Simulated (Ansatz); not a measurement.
Relaxation of Na₃I₄⁻ with RKS r2SCAN-D4/def2-SVPD.

```sh
$ ansatz run in.yaml --threads 4 --pin off --events-out ev --progress --plain --max-ram 4787MiB
```

```yaml
crystal:
  periodic: [false, false, false]
  atoms:
    - {symbol: Na, position_ang: [2.654750, 0.882860, -0.099110]}
    - {symbol: Na, position_ang: [-0.055310, 2.723950, -0.021400]}
    - {symbol: Na, position_ang: [-1.526440, -2.131590, 0.074990]}
    - {symbol: I, position_ang: [-3.074610, -4.455850, 0.146720]}
    - {symbol: I, position_ang: [2.659290, 3.788470, -0.125790]}
    - {symbol: I, position_ang: [-2.207560, 0.900530, 0.070400]}
    - {symbol: I, position_ang: [1.549880, -1.708370, -0.045810]}
basis:
  gaussian: {orbitals: def2-SVPD}
total_charge: -1
hamiltonian: {xc: r2scan, dispersion: d4}
scf: {lower_state_search: "off"}
output: {orbitals: {seedname: orbitals}}
relax: {f_tol: 0.02, max_steps: 100}
```

Hardware: 4 threads of Arm Neoverse V1 on a shared host. Wall time 1.7 min.

Positions (Å) and forces (eV/Å) at steps 1, 2, 4, 6, 7, 8, 9, 10, 11, 12, 13, 16 of 16:

```xyz
7
step=1 energy=-45670.7307 eV
Na    2.655    0.883   -0.099    0.226   -0.127   -0.007
Na   -0.055    2.724   -0.021   -0.187    0.132    0.005
Na   -1.526   -2.132    0.075    0.192    0.295   -0.011
I    -3.075   -4.456    0.147   -0.171   -0.253    0.009
I     2.659    3.788   -0.126   -0.013   -0.004    0.001
I    -2.208    0.901    0.070   -0.140    0.053    0.005
I     1.550   -1.708   -0.046    0.093   -0.096   -0.002
7
step=2 energy=-45670.8162 eV
Na    2.728    0.796   -0.101    0.142   -0.053   -0.005
Na   -0.158    2.731   -0.018   -0.098    0.077    0.002
Na   -1.448   -2.014    0.070    0.105    0.167   -0.006
I    -3.023   -4.376    0.144   -0.087   -0.129    0.005
I     2.599    3.709   -0.123   -0.020   -0.017    0.001
I    -2.380    0.980    0.077   -0.042   -0.007    0.002
I     1.682   -1.825   -0.049   -0.001   -0.038    0.001
7
step=4 energy=-45670.8486 eV rejected
Na    3.070    0.708   -0.114   -0.049   -0.004    0.002
Na   -0.272    2.640   -0.014   -0.017   -0.081    0.002
Na   -1.396   -1.837    0.062   -0.133   -0.118    0.007
I    -2.974   -4.312    0.144    0.048    0.055   -0.003
I     2.501    3.584   -0.117    0.052    0.004   -0.002
I    -2.590    0.988    0.086   -0.021    0.081   -0.001
I     1.661   -1.773   -0.047    0.120    0.062   -0.005
7
step=6 energy=-45670.8601 eV
Na    3.053    0.732   -0.113    0.000   -0.005    0.000
Na   -0.239    2.596   -0.015   -0.003   -0.056    0.001
Na   -1.433   -1.857    0.066   -0.071   -0.053    0.003
I    -2.976   -4.334    0.143    0.029    0.030   -0.001
I     2.526    3.608   -0.119    0.011   -0.007    0.000
I    -2.600    1.007    0.085   -0.009    0.040    0.000
I     1.669   -1.752   -0.048    0.043    0.050   -0.002
7
step=7 energy=-45670.8752 eV
Na    3.167    0.752   -0.118   -0.029   -0.019    0.001
Na   -0.199    2.456   -0.015   -0.005   -0.097    0.001
Na   -1.475   -1.824    0.066   -0.113   -0.095    0.005
I    -2.963   -4.348    0.143    0.046    0.050   -0.002
I     2.525    3.602   -0.118    0.015   -0.017    0.000
I    -2.663    1.007    0.087    0.005    0.070   -0.001
I     1.607   -1.644   -0.046    0.080    0.109   -0.004
7
step=8 energy=-45670.9097 eV
Na    3.288    0.781   -0.123   -0.061   -0.027    0.002
Na   -0.137    2.270   -0.015   -0.001   -0.150    0.002
Na   -1.534   -1.794    0.068   -0.151   -0.130    0.007
I    -2.946   -4.369    0.143    0.059    0.063   -0.003
I     2.523    3.597   -0.118    0.022   -0.028   -0.001
I    -2.724    1.013    0.089    0.022    0.092   -0.002
I     1.530   -1.497   -0.044    0.109    0.180   -0.006
7
step=9 energy=-45670.9689 eV
Na    3.364    0.809   -0.126   -0.034    0.000    0.001
Na   -0.070    2.087   -0.016    0.025   -0.181    0.001
Na   -1.597   -1.782    0.070   -0.156   -0.112    0.007
I    -2.926   -4.392    0.143    0.059    0.053   -0.003
I     2.518    3.589   -0.118    0.028   -0.016   -0.001
I    -2.755    1.035    0.090    0.016    0.070   -0.001
I     1.466   -1.346   -0.043    0.063    0.187   -0.004
7
step=10 energy=-45671.0379 eV
Na    3.443    0.832   -0.129   -0.025    0.031    0.001
Na   -0.008    1.902   -0.016    0.039   -0.154    0.000
Na   -1.666   -1.771    0.073   -0.154   -0.085    0.007
I    -2.899   -4.417    0.142    0.056    0.040   -0.003
I     2.507    3.573   -0.117    0.038   -0.007   -0.001
I    -2.777    1.063    0.090    0.008    0.045   -0.001
I     1.399   -1.182   -0.042    0.037    0.131   -0.003
7
step=11 energy=-45671.0703 eV
Na    3.494    0.874   -0.131   -0.028   -0.024    0.001
Na    0.073    1.725   -0.018   -0.066    0.091    0.002
Na   -1.814   -1.768    0.078   -0.066   -0.011    0.003
I    -2.830   -4.480    0.140    0.032    0.013   -0.001
I     2.528    3.581   -0.118    0.004   -0.002    0.000
I    -2.784    1.118    0.089    0.020    0.012   -0.001
I     1.333   -1.050   -0.041    0.104   -0.079   -0.003
7
step=12 energy=-45671.0727 eV
Na    3.418    0.808   -0.128    0.100    0.003   -0.004
Na    0.044    1.795   -0.017    0.046   -0.049   -0.001
Na   -1.937   -1.710    0.083    0.049   -0.016   -0.002
I    -2.633   -4.510    0.133   -0.013    0.005    0.000
I     2.578    3.543   -0.120   -0.042    0.045    0.001
I    -2.803    1.192    0.089   -0.021    0.014    0.001
I     1.333   -1.118   -0.040   -0.120   -0.004    0.004
7
step=13 energy=-45671.0785 eV
Na    3.465    0.827   -0.129   -0.024    0.009    0.001
Na    0.053    1.742   -0.017    0.006    0.001    0.000
Na   -1.883   -1.711    0.081   -0.006   -0.014    0.000
I    -2.694   -4.486    0.135    0.003    0.011    0.000
I     2.528    3.559   -0.118    0.008   -0.031    0.000
I    -2.808    1.189    0.089    0.010   -0.011    0.000
I     1.338   -1.120   -0.041    0.003    0.035    0.000
7
step=16 energy=-45671.0792 eV
Na    3.462    0.827   -0.129    0.000    0.000    0.000
Na    0.055    1.760   -0.017   -0.004   -0.001    0.000
Na   -1.887   -1.726    0.081    0.001   -0.001    0.000
I    -2.699   -4.496    0.135    0.001    0.001    0.000
I     2.546    3.556   -0.119   -0.002    0.000    0.000
I    -2.802    1.174    0.089    0.004    0.003    0.000
I     1.325   -1.095   -0.040   -0.001   -0.001    0.000
```

In the def2 sets I takes a core potential; there is no spin–orbit coupling. The structure comes from a short search, and lower isomers may exist.
